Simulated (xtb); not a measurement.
GaFClBr, SMILES [F][Ga]([Cl])[Br]. All values are semi-empirical tight-binding results from xtb (GFN2-xTB unless named), good for trends rather than for accurate numbers. Coordinates come from a GFN2-xTB optimisation. The structure was generated by enumeration; whether it is a known compound was not checked.

Optimised geometry:

```xyz
4

Ga    -0.2815    -0.5064     0.0000
F     -2.0291    -0.7098     0.0000
Cl     0.9595    -2.1684     0.0000
Br     0.3051     1.6842     0.0000
```
Charge 0, spin multiplicity 1.

For metal compounds this method's bond lengths and energies can be far off.

```json
{
  "point_group_as_xtb_finds_it": "Cs",
  "orbital_gap": "3.71 eV",
  "zero_point_energy": "2.1 kcal/mol",
  "G − E(el) at 298.15 K (modified RRHO)": "-18.5 kcal/mol"
}
```

Task: Give the atomic charges and the Wiberg bond orders between heavy atoms. (Estimate from the structure and the level; the computed values follow.)

Result: charges (e) Ga1 0.13, F2 -0.22, Cl3 0.03, Br4 0.05. Bond orders Ga1–F2 1.15, Ga1–Cl3 1.32, Ga1–Br4 1.27.
